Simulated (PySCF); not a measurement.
**`C=C/C=C/c1cccs1`, C₈H₈S**

Molfile (atoms numbered from 1):
```
C8H8S
     RDKit          3D

 17 17  0  0  0  0  0  0  0  0999 V2000
    3.7334    0.9199   -0.2448 C   0  0  0  0  0  0  0  0  0  0  0  0
    2.7726    0.0529    0.0718 C   0  0  0  0  0  0  0  0  0  0  0  0
    1.3703    0.3305   -0.0693 C   0  0  0  0  0  0  0  0  0  0  0  0
    0.4005   -0.5439    0.2524 C   0  0  0  0  0  0  0  0  0  0  0  0
   -1.0015   -0.3000    0.1247 C   0  0  0  0  0  0  0  0  0  0  0  0
   -2.0286   -1.1557    0.4373 C   0  0  0  0  0  0  0  0  0  0  0  0
   -3.3032   -0.6120    0.1948 C   0  0  0  0  0  0  0  0  0  0  0  0
   -3.2465    0.6524   -0.3003 C   0  0  0  0  0  0  0  0  0  0  0  0
   -1.6317    1.2082   -0.4818 S   0  0  0  0  0  0  0  0  0  0  0  0
    4.7769    0.6835   -0.1280 H   0  0  0  0  0  0  0  0  0  0  0  0
    3.5025    1.8987   -0.6323 H   0  0  0  0  0  0  0  0  0  0  0  0
    3.0315   -0.9245    0.4597 H   0  0  0  0  0  0  0  0  0  0  0  0
    1.1006    1.3045   -0.4580 H   0  0  0  0  0  0  0  0  0  0  0  0
    0.6638   -1.5199    0.6419 H   0  0  0  0  0  0  0  0  0  0  0  0
   -1.8676   -2.1443    0.8290 H   0  0  0  0  0  0  0  0  0  0  0  0
   -4.2232   -1.1373    0.3801 H   0  0  0  0  0  0  0  0  0  0  0  0
   -4.0568    1.2991   -0.5729 H   0  0  0  0  0  0  0  0  0  0  0  0
  1  2  2  0
  2  3  1  0
  3  4  2  0
  4  5  1  0
  5  6  2  0
  6  7  1  0
  7  8  2  0
  8  9  1  0
  9  5  1  0
  1 10  1  0
  1 11  1  0
  2 12  1  0
  3 13  1  0
  4 14  1  0
  6 15  1  0
  7 16  1  0
  8 17  1  0
M  END
```

Computed with TDDFT BHandHLYP/def2-SVPD excited states, vertical, gas phase in PySCF 2.14.0. Geometry: GFN2-xTB.

**Question.** Give the one- and two-photon strengths of the lowest singlets.

**Answer.** δ for parallel linear polarisation; σ at the peak of a Lorentzian of half width 0.1 eV, single beam; Ω is circular over linear.
```
state  E (eV)      f  photon λ (nm)  δ (au)  σ (GM)     Ω                                main
   S1    4.12  0.693            601    20.8    0.13  0.72                      HOMO→LUMO 0.96
   S2    5.39  0.073            460     686    7.29  0.84                    HOMO−1→LUMO 0.86
   S3    5.63  0.000            440    7.42    0.09  1.50  HOMO→LUMO+1 0.65, HOMO→LUMO+5 0.08
   S4    5.90  0.000            420    0.28    0.00  1.28  HOMO→LUMO+3 0.65, HOMO→LUMO+1 0.20
   S5    5.96  0.236            416   12300  160.51  0.67  HOMO→LUMO+2 0.83, HOMO−2→LUMO 0.09
```

Among these, the strongest one-photon state is S1, the strongest two-photon state S5, with a dipole change of 2.0 D (relaxed, norm of the difference vector).
